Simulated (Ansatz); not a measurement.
Molecule: sum formula ZrOCl₂, charge 1, multiplicity 2. The spin state was set by rule; other spins were not relaxed. 
Structure (B3LYP-D3(BJ)/def2-TZVP (Ansatz, a program for electronic structure) minimum search):
```
Zr
O 1 1.9005
Cl 1 2.2803 2 104.06
Cl 1 2.2803 2 104.06 3 -119.01
```
Charge +1, spin multiplicity 2.

Parts of the frozen-core correlation energy in def2-TZVPP (Ansatz, hartree). Frozen orbitals: 15; correlated occupied orbitals by spin: 12 and 11; virtual: 144 and 145. Open shells are spin-unrestricted. Spin-orbit coupling is left out. Past Kr the def2 sets carry scalar-relativistic core potentials.

```tsv
term	value
reference (HF)	-1040.32481
MP2 opposite-spin	-0.48910
MP2 same-spin	___
CCSD correlation	___
(T)	___
T1 diagnostic	0.026
largest doubles amplitude	0.024
<S^2> of the reference	0.764
```

Question: Complete the blanks.

Answer: 
- MP2 same-spin, value: -0.17387
- CCSD correlation, value: -0.69487
- (T), value: -0.03696
